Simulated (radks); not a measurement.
Problem. The table gives one normalised radial function P(r) = r R(r) of Rb3+ in [Ar] 3d10 4s2 4p4 (r in bohr). All-electron calculation, scalar-relativistic Kohn-Sham, r2SCAN, spin-unpolarised, spherical densities, finite nucleus; meta-GGA in the generalised Kohn-Sham scheme; Fermi nuclear charge, rms radius 4.2036 fm. Program: a radial shooting solver on a logarithmic mesh with Libxc functionals.

r              P
0.003389   0.4646
0.003883   0.5195
0.004413   0.5755
0.005016   0.6357
0.005747   0.7039
0.006531   0.7715
0.007423   0.8418
0.008505   0.9181
0.009666   0.9898
0.01099    1.0592
0.01259    1.1275
0.01431    1.1831
0.01626    1.2259
0.01863    1.2521
0.02117    1.2525
0.02406    1.2231
0.02757    1.1518
0.03133    1.0403
0.03561    0.8798
0.0408     0.6510
0.04637    0.3791
0.0527     0.0542
0.06038   -0.3411
0.06862   -0.7468
0.07799   -1.1655
0.08936   -1.5967
0.1016    -1.9590
0.1154    -2.2481
0.1322    -2.4441
0.1503    -2.5029
0.1708    -2.4322
0.1957    -2.2239
0.2224    -1.9281
0.2528    -1.5729
0.2896    -1.1793
0.3292    -0.8367
0.3741    -0.5494
0.4286    -0.3196
0.4872    -0.1737
0.5537    -0.0848
0.6344    -0.0347
0.721     -0.0131
0.8195    -0.0042
0.9388    -0.0010
1.067     -0.0002
1.213     0.0000
1.389     0.0000
1.579     0.0000
1.795     0.0000
2.056     0.0000
2.337     0.0000
2.656     0.0000
3.043     0.0000
3.459     0.0000
3.931     0.0000
4.504      0.0000
5.119      0.0000

Which n and l does it have? It may be an empty orbital.

Solution. n = 2, l = 0: the number of nodes gives n - l - 1 = 1, the rise at small r (about r^(l+1), flatter next to the nucleus through relativity) gives l, and the extent must fit the shell. The curve is that of 2s. 2s: eigenvalue -2059.6 eV, 1 radial node at r = 0.0537 bohr, <r> = 0.178 bohr, 90 % of the charge inside 0.275 bohr.
